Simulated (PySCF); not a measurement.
## Working out the ionisation energy of Al⁺

Al⁺ [Ne] 3s2 (1S) → Al²⁺ [Ne] 3s1 (2S). Computed with PySCF 2.14 in dyall-acv3z (19s12p6d4f, 113 functions), with scalar relativity by spin-free X2C-1e. Frozen: 1s2; the 18 highest virtual orbitals dropped. Energies in hartree (1 hartree = 27.21139 eV):

```
             part  Al⁺ (lower)  Al²⁺ (upper)
              UHF  -242.111640   -241.466668
MP2 opposite-spin    -0.241376     -0.208140
    MP2 same-spin    -0.078811     -0.074793
```

Task: What does Hartree-Fock give?

Result: (-241.466668) − (-242.111640) = 0.644972 hartree = 17.551 eV.

Task: What do MP2 and SCS-MP2 (6/5 opposite-spin, 1/3 same-spin) give?

Result: The opposite-spin parts differ by 0.904 eV and the same-spin parts by 0.109 eV. MP2: 17.551 + (0.904) + (0.109) = 18.564 eV. SCS-MP2: 17.551 + 1.2 × (0.904) + (0.109)/3 = 18.672 eV.

Measured between the centres of the two terms (NIST): 18.829 eV, so MP2 (valence and next inner shell) is off by -0.265 eV.

What remains against the reference includes basis incompleteness, the frozen core and correlation beyond second order.
